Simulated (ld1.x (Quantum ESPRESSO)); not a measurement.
Mn, TM: configuration errors across variants

- Element: manganese (Mn)
- Generator: ld1.x (Quantum ESPRESSO) 7.5
- Type: norm-conserving Troullier–Martins (Kleinman–Bylander form)
- Functional: PBEsol
- Relativity: fully relativistic
- Frozen core: [Ne] 3s2
- Valence charge: 13
- Reference configuration: 3p6 3d5 4s2 4p0
- Partial waves: 3p (bound): rc 1.00 bohr; 3d (bound): rc 1.55 bohr; 4s (bound): rc 2.35 bohr
- Local potential: the s channel
- Core correction: a·sin(br)/r model core, default radius (core density twice the valence density)

Open shells are filled in proportion to 2j + 1 (rel_dist='average').

All-electron excitation energies from the reference (eV): (1) 3p6 3d5 4s1 4p0 8.432; (2) 3p6 3d5 4s0 4p0 23.944; (3) 3p6 3d4 4s0 4p0 56.423; (4) 3p6 3d6 4s0 4p0 6.775; (5) 3p6 3d5.5 4s1.5 4p0 -0.485; (6) 3p6 3d3 4s0 4p0 107.143; (7) 3p6 3d4 4s2 4p0 13.213.

Errors AE − PS in meV (a dash: test not solved or not reliable):

```tsv
change	(1)	(2)	(3)	(4)	(5)	(6)	(7)	bound ghosts
base	-5.3	-40	-198	-265	-47	-766	-197	none
wave 4s (bound): rc 2.35 bohr becomes 4s (bound): rc 1.48 bohr	+10	-13	-277	-114	-5.7	-992	+410	none
wave 4s (bound): rc 2.35 bohr becomes 4s (bound): rc 1.98 bohr	-4.4	-36	-215	-250	-44	-822	-176	none
wave 4s (bound): rc 2.35 bohr becomes 4s (bound): rc 2.38 bohr	-5.3	-40	-198	-265	-47	-766	-197	none
wave 4s (bound): rc 2.35 bohr becomes 4s (bound): rc 2.80 bohr	-4.0	-44	-293	-230	-41	-995	-147	none
wave 4s (bound): rc 2.35 bohr becomes 4s (bound): rc 3.40 bohr	-4.3	-101	-637	-140	-23	-1703	+5.1	none
```

Task: Give the same row for: wave 4s (bound): rc 2.35 bohr becomes 4s (bound): rc 3.04 bohr.

Result: -3.6, -56, -389, -201, -36, -1203, -101; bound ghosts: none.
